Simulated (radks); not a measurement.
Task: Excited configurations of K I: one electron is placed in a higher orbital outside [Ar]. The ground configuration is [Ar] 4s1. Method: non-relativistic Kohn-Sham, LDA (Slater exchange, Perdew-Wang correlation), spin-polarised, spherical densities, point nucleus; open shells are filled with parallel spins first; computed with a radial shooting solver on a logarithmic mesh with Libxc functionals. Excitation = E - E(ground); binding = E(ion) - E, where the ion is the core of charge +1; n* = 1/sqrt(2 binding) in atomic units, and the quantum defect is n - n*.

outer orbital  excitation (eV)  binding (eV)     n*  quantum defect  eigenvalue (eV)  <r> (bohr)
3d                       2.566         1.963  2.633           0.367           -0.677       7.563
4p                       1.652         2.878  2.174           1.826           -1.535       6.543
4d                       3.183         1.346  3.179           0.821           -0.699       13.43
5p                       3.065         1.464  3.049           1.951           -0.883       14.06
5d                       3.675         0.855  3.990           1.010           -0.519       23.29
6s                       3.428         1.101  3.515           2.485           -0.712       20.11
6p                       3.640         0.890  3.911           2.089           -0.570       24.24
6d                       3.946         0.583  4.829           1.171           -0.378       36.18
7p                       3.930         0.599  4.766           2.234           -0.399       37.12
7d                       4.106         0.423  5.672           1.328           -0.285       51.81
7f                       4.187         0.342  6.306           0.694           -0.230       62.27

Estimate the row for 6f.

Result: excitation (eV) 4.074; binding (eV) 0.455; n* 5.468; quantum defect 0.532; eigenvalue (eV) -0.294; <r> (bohr) 44.60. The Delta-SCF ionisation energy is 4.529 eV (NIST Atomic Spectra Database: 4.341 eV, measured). Self-interaction in the functional shifts the binding energies and quantum defects, so they are the method's values and not measured ones.
